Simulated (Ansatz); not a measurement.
Species: C2H4Cl2, charge 0, singlet. C2H4Cl2 (SMILES ClCCCl).
B3LYP-D3(BJ)/def2-TZVP minimum from Ansatz (an electronic-structure program):
```
C
H 1 1.0861
H 1 1.0861 2 109.78
C 1 1.5101 2 111.60 3 124.28
H 4 1.0861 1 111.60 2 -180.00
H 4 1.0861 5 109.78 1 124.28
Cl 4 1.8043 5 107.27 6 116.24
Cl 1 1.8043 2 107.27 3 -116.24
```
Charge 0, spin multiplicity 1.

Property: atomisation energy (electronic, to ground-state atoms), in kcal/mol. Open shells are spin-unrestricted; no spin-orbit coupling. CBS(X,Y): correlation extrapolated as X^-3, Hartree-Fock from the larger set. A bracket is a step between two methods taken in the basis named. Functionals run without relativity, which enters their misses. Double hybrids freeze cores in their MP2 part. 'core' is core correlation in cc-pwCVTZ (1s frozen past Ne), 'X2C' scalar relativity in cc-pVTZ-DK, both at CCSD(T). Where a partner has so few electrons that a lower coupled-cluster level is exact, that level stands in.

CCSD(T)/CBS(cc-pV(T+d)Z,cc-pV(Q+d)Z) + [CCSDT(Q) - CCSD(T)]/cc-pV(D+d)Z + core + X2C (Ansatz) gives 671.8 kcal/mol.

### Question
What does PBE/def2-TZVPD (Ansatz) give here, and how do the other levels compare?

### Answer
PBE gives 682.6 kcal/mol, 10.8 kcal/mol above it. Differences of the others: r2SCAN/def2-TZVPD (Ansatz) -0.5; B3LYP/def2-TZVPD (Ansatz) -11.8; PBE0/def2-TZVPD (Ansatz) 0.9; B2PLYP/def2-TZVPD (Ansatz) -13.0; CCSD(T)/CBS(cc-pV(T+d)Z,cc-pV(Q+d)Z) + core + X2C (Ansatz) -0.4 kcal/mol. Nearer than PBE: r2SCAN/def2-TZVPD, PBE0/def2-TZVPD, CCSD(T)/CBS(cc-pV(T+d)Z,cc-pV(Q+d)Z) + core + X2C.
